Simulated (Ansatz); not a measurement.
Ansatz results at the PBE0-D4/def2-TZVP geometry: HOMO energy (ωB97M-V/def2-TZVPP) -10.25 eV; HOMO energy (PBE/def2-TZVPP) -6.60 eV; size of the dipole moment (B3LYP/def2-TZVPP) 2.45 D.

Each molecule was computed in one conformer, which needn't be the lowest.

**Question.** Which molecule gave them?
A. `C[B-](C)(C)[SH2+]`
B. `C[OH+][AlH-]([CH3])[CH3]`
C. `C[B-](C)(C)[OH2+]`
D. `[F][Ga-]([F])([F])[SH2+]`

**Answer.** A. The others give `[F][Ga-]([F])([F])[SH2+]`: -12.18, -8.38, 5.08; `C[B-](C)(C)[OH2+]`: -10.07, -6.39, 3.26; `C[OH+][AlH-]([CH3])[CH3]`: -9.20, -5.67, 4.75.

B3LYP here is the variant with VWN-RPA as its local correlation; programs differ in this.
